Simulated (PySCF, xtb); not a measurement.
C₅H₁₂S₂, SMILES CSCCCSC.

GFN2-xTB run with xtb 6.7.1 at its own geometry gives an orbital gap of 4.09 eV and a dipole moment of 4.61 D.

Coordinates come from a PBE0-D3(BJ)/def2-SVP optimisation. Other conformers were not sampled.

What does PBE/def2-SVP (PySCF) give? (An estimate is asked for; the answer gives what the named calculation found.)

gap 4.92 eV (levels -4.83 and 0.08 eV), dipole 2.80 D.
